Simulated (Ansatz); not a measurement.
The same path of BF2H3Si (7 atoms, charge 0, multiplicity 1) was run 3 times with different band settings. Lost on the way: Si2–H7. Made: B1–H7.

The calculation used Ansatz 0.2.0, RKS PBE0-D4/6-31G*.

Relaxed end points:

```xyz
7
Properties=species:S:1:pos:R:3
B -0.754 0.942 -0.082
Si 0.512 -0.621 0.039
F 0.606 -1.187 1.539
F 0.025 -1.847 -0.878
H -1.344 1.180 -1.096
H -0.873 1.710 0.828
H 1.888 -0.245 -0.395
```

```xyz
7
Properties=species:S:1:pos:R:3
B -0.321 0.927 -0.183
Si -0.040 -0.906 0.248
F 0.739 -1.425 1.539
F 0.168 -2.077 -0.814
H -0.934 1.077 -1.199
H -0.455 1.612 0.788
H 0.904 0.723 -0.423
```

Common settings: movable images 5; climbing image yes; optimiser quadratic models (default); start path through a guess of the saddle point; iteration limit 60; end points relaxed.

| run | spring | force threshold |
| --- | --- | --- |
| 1 | 5.0 eV/Å² | 0.03 eV/Å |
| 2 | 5.0 eV/Å² | 0.5 eV/Å |
| 3 | 50.0 eV/Å² | 0.03 eV/Å |

**Question.** What does each run give, and how far can it be trusted?

**Answer.** Run 1: converged after 8 iterations, highest image 0.419 eV above the first end. A vibrational analysis at the climbing image gives one clearly imaginary mode, 435i cm⁻¹: a first-order saddle point.
Run 2: converged after 5 iterations, highest image 0.424 eV above the first end. The threshold of 0.5 eV/Å is loose, so the images may lie well off the minimum-energy path. The order of the stationary point at the top wasn't checked.
Run 3: converged after 9 iterations, highest image 0.419 eV above the first end. Another band between the same ends (5 images) ends at a top of the same energy, where a vibrational analysis finds 1 clearly imaginary mode.
The orbitals stay closed-shell, which can raise the energy where a bond breaks towards radicals; this wasn't checked here.
